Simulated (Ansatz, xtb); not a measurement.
## Ranking isomers of C4H6Cl2Si

4 gas-phase structures of C4H6Cl2Si, from a drawn sample of its isomers (lower ones may exist). Each was relaxed with GFN2-xTB; where two conformers were screened, the lower at r2SCAN-D4/def2-SVP is listed:

A. `Cl[SiH2]C1=C(Cl)CC1`, a singlet
B. `Cl/C=C1/CC[Si@@H]1Cl`, a singlet
C. `ClC1=CC[Si@H](Cl)C1`, a singlet
D. `Cl[SiH2][C@@]12C[C@@H]1[C@H]2Cl`, a singlet

Problem. Estimate their order in r2SCAN-D4/def2-SVP energy at these geometries, lowest first.

Solution. Calculated order at r2SCAN-D4/def2-SVP: C (0.0), B (23.2), A (29.8), D (43.5) kcal/mol.

Energies above the lowest of each column, in kcal/mol; the last columns are at PBE0-D3(BJ)/def2-SVP geometries and were run for some of them only (a dash: not run or not comparable):

| structure | GFN2-xTB | HF/STO-3G | r2SCAN-D4/def2-SVP | PBE0-D3(BJ)/def2-SVP | CCSD(T)/def2-SVP + ΔMP2/def2-TZVPP |
| --- | --- | --- | --- | --- | --- |
| C | 0.0 | 0.0 | 0.0 | 0.0 | 0.0 |
| B | 17.4 | 29.7 | 23.2 | 22.5 | 22.5 |
| A | 10.7 | 35.8 | 29.8 | 30.2 | 31.0 |
| D | 27.6 | 62.6 | 43.5 | – | – |

Every level run on C puts it lowest or level with the lowest. Flexible structures stand in one conformer each, not always the lowest. Frequencies (GFN2-xTB) were run for A, B, C alone. ΔMP2 is the change of the MP2 energy from the smaller to the larger basis.

Over these structures GFN2-xTB departs from r2SCAN-D4/def2-SVP by 7.3 kcal/mol on average once a common shift is removed. A GFN2-xTB relaxation took about 0.12 s and the r2SCAN-D4/def2-SVP energy about 2.4 s on a shared host (Ansatz 0.2.0, xtb 6.7.1).
